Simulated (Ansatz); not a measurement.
SnEt3F (C₆H₁₅FSn) was relaxed with PBE0-D4 (def2-SVP) in Ansatz in these states: charge +1 doublet, neutral singlet. The geometries follow in no particular order.

In the def2 sets Sn takes a core potential; there is no spin–orbit coupling.

A:

```xyz
23

Sn    0.016    0.009   -0.013
C     0.363    0.974    1.882
C     1.847    1.183    2.155
H    -0.113    0.363    2.667
H    -0.179    1.933    1.859
H     2.017    1.709    3.109
H     2.389    0.225    2.212
H     2.322    1.776    1.359
C    -1.991    0.172   -0.779
C    -2.437    1.622   -0.917
H    -2.658   -0.396   -0.110
H    -2.005   -0.346   -1.751
H    -3.450    1.698   -1.345
H    -2.456    2.138    0.056
H    -1.758    2.190   -1.572
C     0.928   -1.930   -0.235
C     0.943   -2.397   -1.685
H     0.384   -2.637    0.413
H     1.949   -1.852    0.172
H     1.442   -3.374   -1.794
H    -0.076   -2.507   -2.089
H     1.473   -1.681   -2.332
F     1.050    1.125   -1.261
```

B:

```csv
atom,x (Å),y (Å),z (Å)
Sn1,-0.076,0.295,0.289
C2,1.746,1.336,0.760
C3,2.350,2.039,-0.442
H4,2.418,0.595,1.222
H5,1.439,2.041,1.553
H6,3.227,2.619,-0.115
H7,2.703,1.333,-1.209
H8,1.647,2.737,-0.917
C9,-1.672,-0.756,1.277
C10,-2.517,0.187,2.122
H11,-1.202,-1.559,1.867
H12,-2.243,-1.214,0.456
H13,-3.334,-0.389,2.585
H14,-1.950,0.651,2.942
H15,-2.983,0.983,1.523
C16,0.791,-1.439,-1.272
C17,-0.339,-1.863,-2.119
H18,1.196,-2.134,-0.522
H19,1.517,-0.725,-1.689
H20,0.081,-2.508,-2.923
H21,-1.077,-2.481,-1.589
H22,-0.828,-1.021,-2.631
F23,-0.896,1.272,-1.167
```

Judge from the bond lengths which geometry belongs to which state (an estimate).

A is the neutral singlet (Sn1–C16 2.155 Å, C16–C17 1.523 Å, Sn1–F23 1.968 Å); B is the charge +1 doublet (Sn1–C16 2.490 Å, C16–C17 1.474 Å, Sn1–F23 1.936 Å).
